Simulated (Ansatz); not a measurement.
Born–Oppenheimer molecular dynamics of CH$_{5}$Ga (7 atoms, charge 0, multiplicity 1). It starts at the highest image of a converged band. Of that band: Neighbouring images differ by up to 1.8 eV, so the band resolves the path poorly. A vibrational analysis at the climbing image gives one clearly imaginary mode, 1319i cm⁻¹: a first-order saddle point.

The calculation used RKS CAM-B3LYP/def2-SVP (Ansatz).

| Quantity | Value |
| --- | --- |
| ensemble | NVE (velocity Verlet) |
| time step | 0.5 fs |
| steps asked | 200 |
| starting velocities drawn for | 100 K |
| seed | 2648 |

First frame:

```xyz
7
Properties=species:S:1:pos:R:3
Ga 0.396 -0.064 -0.512
C 1.180 -0.018 1.652
H 0.445 -0.635 2.189
H 2.195 -0.345 1.914
H 1.059 1.043 1.919
H 1.768 -0.478 0.057
H -0.984 0.498 -0.081
```

(1) How far do the bonds stretch over the last three quarters of this one trajectory? (Pairs bonded in most of those frames.)

## Answers

(1) 
```json
{"bond": "Ga1–C2", "mean (Å)": "2.075", "spread (Å)": "0.208", "shortest": "1.75", "longest": "2.37"}
{"bond": "Ga1–H6", "mean (Å)": "1.654", "spread (Å)": "0.168", "shortest": "1.36", "longest": "1.93"}
{"bond": "Ga1–H7", "mean (Å)": "1.653", "spread (Å)": "0.132", "shortest": "1.39", "longest": "1.93"}
{"bond": "C2–H3", "mean (Å)": "1.106", "spread (Å)": "0.011", "shortest": "1.08", "longest": "1.13"}
{"bond": "C2–H4", "mean (Å)": "1.101", "spread (Å)": "0.007", "shortest": "1.09", "longest": "1.11"}
{"bond": "C2–H5", "mean (Å)": "1.104", "spread (Å)": "0.010", "shortest": "1.08", "longest": "1.12"}
```

Mean temperature of the second half: 2163 K. The conserved energy stayed within 0.56 meV per atom of its start (net change -0.11 meV per atom), so the integration is sound. The kinetic energy rose, since the run started high on the potential surface and went downhill. A run of 0.1 ps of so small a system gives no equilibrium averages. The orbitals stay closed-shell, which can raise the energy where a bond breaks towards radicals; this wasn't checked here.

Run time: 3.4 min on 2 threads of Arm Neoverse V2 (shared host), peak memory 0.15 GiB.
